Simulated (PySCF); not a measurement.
H2O2S2, SMILES OSSO.

The structure is a stationary point at PBE-D3(BJ)/def2-SVP. One conformer was computed; it need not be the lowest.

All values below come from PySCF 2.14.0 with PBE-D3(BJ)/def2-SVP.

Frequencies are harmonic and unscaled.

```
mode  ν (cm⁻¹)  IR (km/mol)  moving atoms (share of kinetic energy)
----  --------  -----------  --------------------------------------
1          151          4.6                  O 75 %, S 15 %, H 10 %
2          241          3.1                  S 45 %, O 35 %, H 19 %
3          266         59.6                   O 49 %, S 43 %, H 8 %
4          384        106.8                          H 83 %, S 14 %
5          400         14.2                  H 71 %, S 16 %, O 13 %
6          512          0.4                           S 89 %, H 8 %
7          675        189.5                          O 64 %, S 35 %
8          697         54.4                          O 66 %, S 33 %
9         1086         51.4                                  H 94 %
10        1115         27.8                                  H 92 %
11        3644         33.9                                  H 94 %
12        3647         84.2                                  H 94 %
```
